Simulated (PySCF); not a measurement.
2-(disilanyl)ethanol (C2H10OSi2), SMILES OCC[SiH2][SiH3].

The structure is a stationary point at B3LYP-D3(BJ)/def2-SVP. Other conformers were not sampled.

Level of theory: PBE/def2-TZVP (PySCF).

Isolated molecule, no solvent.

```yaml
total_energy: -735.99921 hartree
highest_occupied_level: -6.31 eV
lowest_empty_level: -0.79 eV
orbital_gap: 5.52 eV
dipole_moment: 1.53 D
quadrupole, principal values (traceless, Buckingham form, about the centre of nuclear charge): -9.41, 1.21, 8.20 D·Å
mean_static_polarisability: 91.0 bohr³ (13.48 Å³)
polarisability_principal_values: 76.9, 88.9, 107.2 bohr³
```
